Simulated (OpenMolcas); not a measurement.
A run on Co2+ among 6 point charges of -1.5 e arranged as a tetragonal octahedron (D4h), 1.92 Å from the ion, with the axial distance 2.074 Å.

```yaml
Program: OpenMolcas
Method: "SS-CASPT2, IPEA 0.25 Eh, imaginary shift 0.1 Eh (closed shells correlated: 3s 3p)"
Basis: ANO-RCC-VDZP [5s4p2d1f]
Scalar_Hamiltonian: DKH2, point nucleus
Active_space: 7 electrons in 5 orbitals (3d)
State_averaging: 2S+1 = 4 even, 10 roots; 2S+1 = 2 even, 40 roots
Spin-orbit_coupling: state interaction with AMFI integrals over the reference wave functions
```

First CASPT2 step and the start of its output:

```
&CASPT2
Multistate=10 1 2 3 4 5 6 7 8 9 10
NoMult
Frozen=2 3
IPEA=0.25
Imaginary=0.1
MaxIter=60
WThr=0.0 0.3 0.05
PrWF=0.5
NoMix
```

```
--- CASPT2 ---
Orbital specifications:
      -----------------------

      Symmetry species                           1   2
                                                ag  au
      Frozen orbitals                            2   3
      Inactive orbitals                          1   3
      Active orbitals                            5   0
      Secondary orbitals                         7  13
      Deleted orbitals                           0   0
      Number of basis functions                 15  19
Type of calculation                        SS-CASPT2
      Fock operator                              state-specific
      IPEA shift                                 0.25
      Real shift                                 0.00
      Imaginary shift                            0.10
      The input orbitals will be transformed to quasi-canonical
Reference energy:       -1395.9809113062
      E2 (Non-variational):      -0.3784526199
      Shift correction:          -0.0018245447
      E2 (Variational):          -0.3802771646
      Total energy:           -1396.3611884708
      Residual norm:              0.0000006209
      Reference weight:           0.89159
      Contributions to the CASPT2 correlation energy
      Active & Virtual Only:         -0.1571122664
      One Inactive Excited:          -0.1545801504
      Two Inactive Excited:          -0.0667602031
Reference energy:       -1395.9520740140
      E2 (Non-variational):      -0.3784393188
      Shift correction:          -0.0019212731
      E2 (Variational):          -0.3803605919
      Total energy:           -1396.3324346059
      Residual norm:              0.0000009849
      Reference weight:           0.89366
      Contributions to the CASPT2 correlation energy
      Active & Virtual Only:         -0.1564352519
...
```

Over all roots the printed reference weights run from 0.12 to 0.90, and roots that are degenerate in the reference spread by up to 27 cm-1.

Problem. Did the run give usable levels, and if not, why?

Solution. No. The equations converged, but the reference weight falls to 0.12 for at least one root against 0.90 for the best. A drop of that size marks an intruder state, so the energies of such roots and the levels built on them can't be trusted.
